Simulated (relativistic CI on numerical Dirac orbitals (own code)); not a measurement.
## Cu²⁺ in a cubic cluster: 2p photoemission with charge transfer

Computed with a charge-transfer multiplet model of a cubic metal-ligand cluster with up to one ligand hole, Slater and spin-orbit integrals from Dirac-Coulomb-Breit ions, Slater integrals scaled by 0.9. The ground state mixes d9 with configurations of k ligand holes L, whose averages lie at kΔ + k(k − 1)U_dd/2; a core hole lowers each added d electron by U_cd. 300 K, Lorentzian 0.6 eV and Gaussian 0.8 eV FWHM.

Atomic integrals in eV (Slater integrals scaled, ζ unscaled), ground: F2dd 12.450, F4dd 7.768, zeta_d 0.099; with the core hole: F2dd 12.450, F4dd 7.768, zeta_d 0.138, zeta_core 13.377, F2cd 7.943, G1cd 6.088, G3cd 3.464.

Cluster parameters (eV): Δ = 5.7, U_dd = 8.6, U_cd = 10.5, 10Dq(ligand) = 1.3, V(eg) = 2.6, V(t2g) = -1.23, final-state hopping factor = 1.

```json
{"Case": "10Dq = 0 eV", "n_d": "9.15", "d9": "0.85", "d10L": "0.15", "S": "0.50"}
{"Case": "10Dq = 0.3 eV", "n_d": "9.15", "d9": "0.85", "d10L": "0.15", "S": "0.50"}
{"Case": "10Dq = 0.9 eV", "n_d": "9.14", "d9": "0.86", "d10L": "0.14", "S": "0.50"}
{"Case": "10Dq = 1.2 eV", "n_d": "9.13", "d9": "0.87", "d10L": "0.13", "S": "0.50"}
{"Case": "10Dq = 1.5 eV", "n_d": "9.13", "d9": "0.87", "d10L": "0.13", "S": "0.50"}
```

Weights, n_d and S are thermal averages at 300 K. Binding energies count from the first peak over 30 % of the highest in each spectrum, which can be another peak from case to case. The parameters are a model scan and need not match a compound or its usual spin state. Peaks in eV (height, largest 100):
- 10Dq = 0 eV: 0.0 (100), 6.2 (29), 7.7 (37), 9.3 (33), 20.2 (48), 27.9 (36)
- 10Dq = 0.3 eV: 0.0 (100), 6.2 (32), 7.6 (34), 9.2 (34), 20.2 (48), 27.8 (35)
- 10Dq = 0.9 eV: 0.0 (100), 6.1 (41), 8.9 (34), 20.1 (49), 27.7 (34)
- 10Dq = 1.2 eV: 0.0 (100), 6.1 (45), 8.9 (33), 20.2 (48), 27.8 (33)
- 10Dq = 1.5 eV: 0.0 (100), 6.1 (49), 8.7 (32), 20.1 (48), 26.5 (20), 27.7 (32)

Curve for 10Dq = 1.5 eV (points under 2 left out, the grid thinned):

```csv
E (eV),Intensity
-2.9,2.0
-2.4,2.9
-1.8,5.4
-1.3,11.2
-0.8,32.8
-0.3,84.1
0.3,83.3
0.8,34.1
1.3,12.0
1.9,5.4
2.4,3.7
2.9,3.0
3.5,2.8
4.0,3.3
4.5,4.9
5.0,10.3
5.6,34.1
6.1,49.2
6.6,36.2
7.2,22.9
7.7,21.1
8.2,26.1
8.8,31.7
9.3,20.7
9.8,9.1
10.3,4.0
10.9,2.0
18.5,3.3
19.0,7.5
19.6,27.7
20.1,48.3
20.6,32.1
21.1,11.2
21.7,3.8
22.2,2.3
25.1,3.0
25.7,8.7
26.2,18.2
26.7,19.0
27.3,25.9
27.8,31.9
28.3,19.0
28.8,8.6
29.4,4.2
29.9,2.1
```

For the case 10Dq = 0.9 eV, Δ = 5.7 eV is smaller than U_dd = 8.6 eV, the charge-transfer side of the Zaanen-Sawatzky-Allen scheme. With the core hole the average of the configuration with one ligand hole lies at Δ − U_cd = -4.8 eV before mixing: it lies below the unscreened one, so the lowest final states are mostly screened and the unscreened weight appears at higher binding energy as a satellite.
